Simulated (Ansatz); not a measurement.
CHO₂ (SMILES O=C=[OH+]), charge +1, singlet, geometry from GFN2-xTB; CCSD(T)/6-31G** in Ansatz (a first-principles code).

Ansatz was given this input:
Ansatz 0.2 input:
```yaml
crystal:
  periodic: [false, false, false]
  atoms:
    - {symbol: C, position_ang: [-0.00695796, 0.00985104, -0.11037218]}
    - {symbol: O, position_ang: [-0.02341240, -0.02147629, 1.07634088]}
    - {symbol: O, position_ang: [0.09771270, -0.03387449, -1.21876599]}
    - {symbol: H, position_ang: [-0.55265466, 0.38369998, 1.80163397]}
basis:
  gaussian:
    orbitals: 6-31G__.json
total_charge: 1
magnetization: {spin_polarized: false}
correlation: {method: ccsd_t, electrons: outside_noble_gas}
accuracy: high
```
The basis file holds 6-31G** in the JSON format of the Basis Set Exchange.

Task: What does Ansatz print? Leave out banner, timings and long lists.

Result: 
```
Functional definition: HF
926 factors; integrals over basis functions are off by at most 3.4e-9 eV
mean field evaluation 1: about -5107.4705 eV, gradient 5.0e1 eV
mean field evaluation 2: about -5107.4779 eV, gradient 5.0e1 eV
mean field evaluation 4: about -5111.5538 eV, gradient 4.1e0 eV
mean field evaluation 8: about -5111.5962 eV, gradient 3.8e-1 eV
mean field evaluation 16: about -5107.4697 eV, gradient 5.0e1 eV
mean field -5111.59691858 eV, -187.8477219930 hartree, gradient 2.1e-8 eV, S^2 0.000000; 0 other end points of the search recorded, 0 dependent functions left out
3 core orbitals not correlated
reference -5111.59691858 eV, -187.8477219930 hartree; 8, 8 occupied and 39, 39 virtual orbitals, 926 factors
second order -12.73430798 eV of doubles, -0.00000000 eV of singles
cycle   1  -12.27697965 eV  change    4.6e-1 eV  update   1.1e-1
cycle   2  -12.68125849 eV  change   -4.0e-1 eV  update   3.3e-2
cycle   3  -12.78281564 eV  change   -1.0e-1 eV  update   1.5e-2
cycle   4  -12.77324560 eV  change    9.6e-3 eV  update   2.5e-3
cycle   5  -12.77275061 eV  change    4.9e-4 eV  update   8.3e-4
cycle   6  -12.77331345 eV  change   -5.6e-4 eV  update   2.5e-4
cycle   7  -12.77321034 eV  change    1.0e-4 eV  update   7.7e-5
cycle   8  -12.77318762 eV  change    2.3e-5 eV  update   2.7e-5
cycle   9  -12.77319444 eV  change   -6.8e-6 eV  update   1.1e-5
cycle  10  -12.77319144 eV  change    3.0e-6 eV  update   3.4e-6
cycle  11  -12.77319106 eV  change    3.8e-7 eV  update   1.2e-6
cycle  12  -12.77319213 eV  change   -1.1e-6 eV  update   4.2e-7
cycle  13  -12.77319214 eV  change   -1.0e-8 eV  update   1.6e-7
cycle  14  -12.77319243 eV  change   -3.0e-7 eV  update   6.6e-8
cycle  15  -12.77319247 eV  change   -4.2e-8 eV  update   3.0e-8
cycle  16  -12.77319246 eV  change    1.2e-8 eV  update   9.2e-8
cycle  17  -12.77319248 eV  change   -1.5e-8 eV  update   2.4e-8
cycle  18  -12.77319246 eV  change    2.0e-8 eV  update   7.7e-9
cycle  19  -12.77319246 eV  change    1.4e-9 eV  update   2.8e-9
cycle  20  -12.77319245 eV  change    2.5e-9 eV  update  8.1e-10
cycle  21  -12.77319245 eV  change   3.7e-10 eV  update  2.7e-10
perturbative correction -0.44983402 eV, -0.0165310953 hartree
Total energy: -5124.81994506 eV, -188.3336592531 hartree
```
